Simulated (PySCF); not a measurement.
**CoCl₂: calculation against measurement**

Isolated CoCl₂, optimised in PySCF with density fitting and no spin–orbit coupling; def2 sets carry scalar-relativistic core potentials from Rb on. All levels below give a quartet of D∞h symmetry: BP86/def2-TZVP Co–Cl 2.078 Å (×2); PBE/def2-TZVP Co–Cl 2.077 Å (×2); wB97X/def2-TZVP Co–Cl 2.082 Å (×2); PBE0/def2-SVP Co–Cl 2.102 Å (×2).

Formally Co is in oxidation state +2, d7, with 3 unpaired electrons (the high-spin count). The Mulliken spin on Co is 2.48. The polar-tensor charge on Co, 0.86, is far below the formal one.

Question: The tabulated gas-phase entropy at 298.15 K and 1 bar is 298.50 J/(mol K) (Chase, 1998, NIST Chemistry WebBook). What do rigid-rotor harmonic-oscillator sums give?

Answer: BP86/def2-TZVP 294.0, PBE/def2-TZVP 293.8, wB97X/def2-TZVP 291.5, PBE0/def2-SVP 294.4 J/(mol K). Only the spin multiplicity enters the electronic part, so orbital degeneracy and low-lying levels are missing. Tables of this kind often rest on estimated structures and frequencies for high-temperature species, so a gap need not be the fault of the calculation.

Question: ΔfH°(298 K) is -93.72 kJ/mol (Chase, 1998, NIST Chemistry WebBook), and for the gaseous atoms Co 426.7, Cl 121.3 kJ/mol (tabulated in the package mendeleev). Compare the atomisation enthalpy with the calculations.

Answer: From the tables it is 426.7 + 2 × 121.3 − (-93.7) = 763 kJ/mol. To a computed De one adds −ZPE (-5.9), the atoms' spin–orbit lowering from NIST levels (-16.5) and the thermal terms (4.5), all taken at BP86/def2-TZVP.
```tsv
level	De (kJ/mol)	ΔatH°(298 K)	computed − tabulated
BP86/def2-TZVP	833	815	52
PBE/def2-TZVP	844	826	63
wB97X/def2-TZVP	781	763	0
PBE0/def2-SVP	769	751	-12
```

 With open d or f shells other occupations or spin states may lie lower.
